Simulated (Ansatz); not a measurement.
```xyz
15

F    -0.021   -0.766   -3.634
Hf    1.315   -0.374   -2.337
F     2.528   -1.815   -2.072
F     2.257    1.235   -2.713
C     0.244   -0.071   -0.444
C     0.934    0.249    0.733
C     0.266    0.441    1.933
C    -1.115    0.316    1.980
C    -1.824    0.001    0.831
C    -1.150   -0.190   -0.367
H     2.017    0.353    0.727
H     0.821    0.687    2.831
H    -1.641    0.466    2.917
H    -2.904   -0.096    0.868
H    -1.728   -0.436   -1.253
```

Charge 0, multiplicity 1. Hf: def2 effective core potential.

Problem. List the r2SCAN/def2-TZVPP orbital energies in eV (Ansatz 0.2.0). (Estimate.)

Solution. The calculation gave: Occupied: -666.01, -665.94, -665.94, -273.62, -273.59, -273.56, -273.48, -273.46, -272.98, -66.72, -36.37, -36.33, -35.63, -30.23, -29.51, -29.50, -22.65, -19.79, -19.56, -15.87, -15.59, -13.50, -11.71, -11.68, -11.39, -11.36, -11.31, -10.94, -10.82, -10.78, -10.53, -10.27, -10.25, -10.22, -10.06, -9.75, -8.75, -7.11, -6.92, -6.84. Lowest empty: -2.20, -1.34, -1.32, -0.50, -0.32, -0.10, 0.10, 0.46.
